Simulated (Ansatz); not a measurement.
Compare A (`C=NC(F)N[SiH3]`) with its isomer B (`C=NC(F)[SiH2]N`).

Calculated with Ansatz (gas phase, PBE0-D4/def2-TZVP geometries, no zero-point term in ΔE). CBS: MP2 limit from def2 TZ/QZ plus the TZ coupled-cluster correction, frozen cores. DFT in def2-TZVPP. Each species was taken in one conformer, which may not be the lowest.

A:

Z-matrix (Å, degrees):
```
C
N 1 1.427
N 1 1.403 2 110.3
F 1 1.414 2 112.1 3 -124.0
H 1 1.096 2 108.6 3 121.7
C 2 1.259 1 119.4 3 126.4
Si 3 1.730 1 123.9 2 167.6
H 3 1.008 1 113.2 2 -31.6
H 6 1.092 2 123.6 1 0.2
H 6 1.089 2 118.1 1 -179.9
H 7 1.484 3 107.2 1 -160.6
H 7 1.485 3 106.8 1 -41.2
H 7 1.488 3 114.8 1 79.0
```

B:

Z-matrix (Å, degrees):
```
C
N 1 1.401
Si 1 1.922 2 108.5
F 1 1.406 2 114.3 3 120.9
H 1 1.097 2 108.6 3 -120.3
C 2 1.262 1 121.6 3 -112.2
N 3 1.709 1 113.6 2 56.5
H 3 1.484 1 106.4 2 175.7
H 3 1.483 1 106.7 2 -64.8
H 6 1.092 2 123.4 1 -2.8
H 6 1.088 2 118.4 1 177.9
H 7 1.006 3 120.3 1 77.3
H 7 1.007 3 120.7 1 -69.9
```

Question: Which isomer does CCSD(T)/CBS put lower? Give the gap. (Best estimate.)

Answer: The calculation gave: B, by 24.4 kJ/mol.

Question: Give E(B) − E(A) in kJ/mol with PBE-D4, r2SCAN-D4, ωB97M-V, PBE0-D4, B2PLYP, MP2/def2-TZVPP, HF/def2-TZVPP. (Best estimate.)

Answer: The calculation gave: PBE-D4 -29.3, r2SCAN-D4 -27.4, ωB97M-V -23.1, PBE0-D4 -25.1, B2PLYP -22.8, MP2/def2-TZVPP -21.8, HF/def2-TZVPP -10.1. None reverses the order clearly.

Largest T1 diagnostic: 0.013.

In def2-TZVPP, CCSD(T) changes the Hartree–Fock value by −9.4 kJ/mol (the triples alone add −0.7 kJ/mol) and MP2 by −11.7 kJ/mol. From PBE to PBE0 (25 % exact exchange), in def2-TZVPP and without D4, E(B) − E(A) moves by +4.2 kJ/mol.
